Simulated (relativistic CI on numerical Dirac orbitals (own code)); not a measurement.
Cr⁺ in a cubic cluster: 3s photoemission with charge transfer

Computed with a charge-transfer multiplet model of a cubic metal-ligand cluster with up to 2 ligand holes, Slater and spin-orbit integrals from Dirac-Coulomb-Breit ions, Slater integrals scaled by 0.8. The ground state mixes d5 with configurations of k ligand holes L, whose averages lie at kΔ + k(k − 1)U_dd/2; a core hole lowers each added d electron by U_cd. 300 K, Lorentzian 1.4 eV and Gaussian 0.8 eV FWHM.

Atomic integrals in eV (Slater integrals scaled, ζ unscaled), ground: F2dd 6.636, F4dd 4.082, zeta_d 0.022; with the core hole: F2dd 7.841, F4dd 4.877, zeta_d 0.029, G2cd 8.263.

Cluster parameters (eV): U_dd = 6.1, U_cd = 7.7, 10Dq = 0.65, 10Dq(ligand) = 0.2, V(eg) = 2.15, V(t2g) = -0.92, final-state hopping factor = 0.9.

```csv
Case,n_d,d5,d6L,d7L2,S
Δ = 6.5 eV,5.13,0.87,0.13,0.00,2.50
Δ = 8.5 eV,5.09,0.91,0.09,0.00,2.50
Δ = 11.5 eV,5.06,0.94,0.06,0.00,2.50
```

Weights, n_d and S are thermal averages at 300 K. Binding energies count from the first peak over 30 % of the highest in each spectrum, which can be another peak from case to case. The parameters are a model scan and need not match a compound or its usual spin state. Peaks in eV (height, largest 100):
- Δ = 6.5 eV: 0.0 (100), 5.8 (22), 8.9 (54), 14.6 (22)
- Δ = 8.5 eV: 0.0 (100), 6.6 (15), 9.4 (61), 14.8 (12)
- Δ = 11.5 eV: 0.0 (100), 9.9 (61)

For the case Δ = 8.5 eV, Δ = 8.5 eV is larger than U_dd = 6.1 eV, the Mott-Hubbard side of the Zaanen-Sawatzky-Allen scheme. With the core hole the configuration with one ligand hole lies at Δ − U_cd = -1.2, 0.8, 3.8 eV from the one without, in the order of the table; where this is negative the screened configuration lies lower, though the effective hopping of about 3.0 eV (from the holes of the mixed ground state) mixes the two strongly wherever it is as large as the gap.

Without intra-shell correlation the exchange splitting of the 3s hole comes out too large.
